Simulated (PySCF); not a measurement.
Molecule: SMILES OCCC#[N+][AlH3-], C3H8AlNO.

Molfile (atoms numbered from 1):
```
C3H8AlNO
     RDKit          3D

 14 13  0  0  0  0  0  0  0  0999 V2000
   -1.1798   -1.3370   -0.2620 O   0  0  0  0  0  0  0  0  0  0  0  0
   -1.7119   -0.0790   -0.4682 C   0  0  0  0  0  0  0  0  0  0  0  0
   -1.3652    0.8951    0.6917 C   0  0  0  0  0  0  0  0  0  0  0  0
    0.0757    0.9064    0.7932 C   0  0  0  0  0  0  0  0  0  0  0  0
    1.2100    0.7197    0.6898 N   0  0  0  0  0  0  0  0  0  0  0  0
    2.6447   -0.4577   -0.1686 Al  0  0  0  0  0  4  0  0  0  0  0  0
   -0.2569   -1.3735   -0.5775 H   0  0  0  0  0  0  0  0  0  0  0  0
   -1.3842    0.3817   -1.4188 H   0  0  0  0  0  0  0  0  0  0  0  0
   -2.8105   -0.1584   -0.5032 H   0  0  0  0  0  0  0  0  0  0  0  0
   -1.7860    0.5267    1.6401 H   0  0  0  0  0  0  0  0  0  0  0  0
   -1.7477    1.9114    0.5079 H   0  0  0  0  0  0  0  0  0  0  0  0
    3.4992    0.5634   -1.0476 H   0  0  0  0  0  0  0  0  0  0  0  0
    1.5102   -1.3019   -0.9816 H   0  0  0  0  0  0  0  0  0  0  0  0
    3.3013   -1.1966    1.0835 H   0  0  0  0  0  0  0  0  0  0  0  0
  1  2  1  0
  2  3  1  0
  3  4  1  0
  4  5  3  0
  5  6  1  0
  1  7  1  0
  2  8  1  0
  2  9  1  0
  3 10  1  0
  3 11  1  0
  6 12  1  0
  6 13  1  0
  6 14  1  0
M  CHG  2   5   1   6  -1
M  END
```

Geometry PBE0-D3(BJ)/def2-SVP throughout; GIAO in PySCF 2.14.0 with density-fitted response routines, gas phase, one conformer, non-relativistic; equivalent atoms averaged; basis pcSseg-1.

For orientation, KT3 gives these shifts δ (against H2O, TMS, NH3, AlH4- at the same level): O1 63.5, C4 126.1, C3 25.3, N5 228.2, Al6 51.3, H7 3.10, H8/H9 4.26, H12/H13/H14 3.91, H10/H11 2.44 ppm.

A run gave: O1 64.7, C4 127.9, C3 25.5, N5 231.8, Al6 59.5, H7 2.98, H8/H9 4.33, H12/H13/H14 4.23, H10/H11 2.45 ppm (shifts δ (against H2O, TMS, NH3, AlH4- at the same level)).

Which functional was used in that run?
A. B97-2
B. wB97X-D
C. KT2
D. B3LYP
E. B97-D

Results:

C. C4 tells them apart best: KT2 gives 127.9, wB97X-D gives 140.3, B97-D gives 131.9, B97-2 gives 136.4, B3LYP gives 138.2 ppm.
